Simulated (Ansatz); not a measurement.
One change: `N=C[CH2][GaH][NH2]` becomes `BCC=N`.

Ansatz, PBE0-D4/def2-TZVP geometries, multiplicity 1. Each molecule was computed in one conformer, which needn't be the lowest.

Scalar relativity is left out up to krypton.

| property | `N=C[CH2][GaH][NH2]` |
| --- | --- |
| HOMO energy (PBE0/def2-TZVPP) / eV | -7.29 |
| HOMO energy (ωB97M-V/def2-TZVPP) / eV | -9.61 |
| HOMO energy (B3LYP/def2-TZVPP) / eV | -7.05 |
| HOMO–LUMO gap (ωB97M-V/def2-TZVPP) / eV | 10.60 |
| HOMO energy (PBE/def2-TZVPP) / eV | -5.80 |
| size of the dipole moment (PBE/def2-TZVPP) / D | 3.37 |

Problem. Give the same properties after the change, and the shifts. (An estimate is asked.)

Solution. Computed: 
```
                                      property  `BCC=N`  shift
            HOMO energy (PBE0/def2-TZVPP) / eV    -7.56  -0.27
         HOMO energy (ωB97M-V/def2-TZVPP) / eV    -9.95  -0.34
           HOMO energy (B3LYP/def2-TZVPP) / eV    -7.32  -0.27
       HOMO–LUMO gap (ωB97M-V/def2-TZVPP) / eV    10.23  -0.37
             HOMO energy (PBE/def2-TZVPP) / eV    -6.08  -0.28
size of the dipole moment (PBE/def2-TZVPP) / D     2.28  -1.09
```

With PBE0 the HOMO falls by 0.27 eV and the LUMO falls by 0.91 eV, so the gap narrows by about 0.64 eV. PBE moves the HOMO by -0.28 eV and ωB97M-V by -0.34 eV. Dipoles are sizes alone; their direction can turn.

B3LYP here is the variant with VWN-RPA as its local correlation; programs differ in this.
